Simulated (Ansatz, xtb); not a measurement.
**C2H7ClGeSi: which of two isomers lies lower**

We compare I, `C=[CH][Ge@@H]([SiH3])[Cl]`, a singlet, with II, `C=C[Si@@H](Cl)[GeH3]`, a singlet. Both are isolated molecules in the gas phase, relaxed with PBE-D3(BJ)/def2-SVP, each in the lowest conformer that the search found.

Quicker runs give these differences E(II) − E(I): GFN2-xTB +7.9 kcal/mol; HF/STO-3G −3.1 kcal/mol (at GFN2-xTB geometries); r2SCAN-D4/def2-SVP −6.6 kcal/mol (at GFN2-xTB geometries).

Question: Estimate which is lower in electronic energy at CCSD(T)/def2-SVP + ΔMP2/def2-TZVPP, and by roughly how much.

Answer: The CCSD(T)/def2-SVP + ΔMP2/def2-TZVPP calculation puts structure II lower, by 6.8 kcal/mol.

How the difference moves with the method:

```csv
level,geometry,E(II) − E(I) (kcal/mol),departure from the last row (kcal/mol),"job, with rough time for the two"
GFN2-xTB,GFN2-xTB,+7.9,+14.7,"optimisation, 0.38 s"
HF/STO-3G,GFN2-xTB,−3.1,+3.7,"single point, 0.46 s"
r2SCAN-D4/def2-SVP,GFN2-xTB,−6.6,+0.1,"single point, 2.9 s"
PBE-D3(BJ)/def2-SVP,PBE-D3(BJ)/def2-SVP,−7.4,−0.6,"optimisation, 32 s"
HF/def2-SVP,PBE-D3(BJ)/def2-SVP,−6.2,+0.5,part of the CCSD(T) run
MP2/def2-SVP,PBE-D3(BJ)/def2-SVP,−7.3,−0.5,part of the CCSD(T) run
CCSD(T)/def2-SVP,PBE-D3(BJ)/def2-SVP,−6.9,−0.2,single point
CCSD(T)/def2-SVP + ΔMP2/def2-TZVPP,PBE-D3(BJ)/def2-SVP,−6.8,,"single point, 35 s"
```

As drawn, II has 1 C–Si, 1 Cl–Si, 2 Ge–H in place of 1 C–Ge, 1 Cl–Ge, 2 Si–H.

GFN2-xTB puts the two in the other order. The largest departure from CCSD(T)/def2-SVP + ΔMP2/def2-TZVPP is that of GFN2-xTB, 14.7 kcal/mol. The last row adds to CCSD(T) the change of the MP2 difference between the two basis sets, here +0.2 kcal/mol.

With thermal terms from frequencies at re-optimised GFN2-xTB minima (ideal gas, soft modes damped towards free rotors, one conformer each, 298.15 K, 1 atm): the zero-point term adds +0.5 kcal/mol; ΔH is −6.4 and ΔG −6.3 kcal/mol.

The correlated steps freeze 21 core orbitals; the filled d shell of Ge is correlated, in a basis made for valence electrons. Codes used: Ansatz 0.2.0, xtb 6.7.1; the last row on 2 threads of Intel(R) Xeon(R) 6975P-C (Granite Rapids) on a shared host.
